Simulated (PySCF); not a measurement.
Computed IR spectrum (relative IR intensity) of a molecule C3H6GeO. Geometry optimised at PBE-D3(BJ)/def2-SVP. The values are those of a single conformer. All values below come from PBE-D3(BJ)/def2-SVP run with PySCF. Frequencies are harmonic and unscaled.

Lines under 2 % of the strongest are left out, and lines within 2 cm⁻¹ are merged.

```csv
ν (cm⁻¹),relative intensity
229,3.0
240,2.9
306,2.0
456,16
519,6.0
560,48
642,23
685,4.9
845,88
890,13
956,9.4
1112,98
1152,9.6
1239,12
1392,6.6
1412,5.8
1619,28
2065,100
2083,94
2944,39
3011,12
3037,11
3059,22
```

Problem. Which structure fits?
(A) C=C=C[O][GeH3]
(B) C#CC[O][GeH3]
(C) C[C]1=C[O][GeH2]1
(D) C=C=[CH][GeH2][OH]

Solution. C, C[C]1=C[O][GeH2]1
